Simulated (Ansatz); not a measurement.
Consider the redistribution: `[O]=[Mo]([OH])([OH])([F])[F]` + `[OH][Nb]([OH])([F])([F])[F]` → `[O]=[Mo]([OH])([OH])([OH])[F]` + `[OH][Nb]([F])([F])([F])[F]`.

Program: Ansatz. Geometries: PBE0-D4/def2-TZVP. ΔE: electronic, gas phase. CBS: MP2 limit from def2 TZ/QZ plus the TZ coupled-cluster correction, frozen cores. Functionals use def2-TZVPP. B3LYP here is the variant with VWN-RPA as its local correlation; programs differ in this. def2 core potentials past Kr. For Mo, Nb outer-core shells are correlated without core-valence functions, which leaves a few kJ/mol of doubt a bond. One conformer a species, not always the lowest.

Question: Is it downhill or uphill in electronic energy at CCSD(T)/CBS, and by how much? (An estimate is asked.)

Answer: The calculation gave: Downhill: ΔE = -0.09 eV.

Question: What do these levels give: PBE-D4, B3LYP-D4, ωB97X-V, ωB97M-V, r2SCAN, PBE0, B3LYP, MP2/def2-TZVPP, MP2/def2-QZVPP, HF/CBS(def2), MP2/CBS(def2), CCSD/CBS(def2)? (An estimate is asked.)

Answer: Computed: PBE-D4 -0.08, B3LYP-D4 -0.08, ωB97X-V -0.08, ωB97M-V -0.08, r2SCAN -0.07, PBE0 -0.08, B3LYP -0.07, MP2/def2-TZVPP -0.10, MP2/def2-QZVPP -0.09, HF/CBS(def2) -0.07, MP2/CBS(def2) -0.09, CCSD/CBS(def2) -0.08 eV.

Largest T1 diagnostic among the species: 0.024, so the coupled-cluster value is less sure than usual.
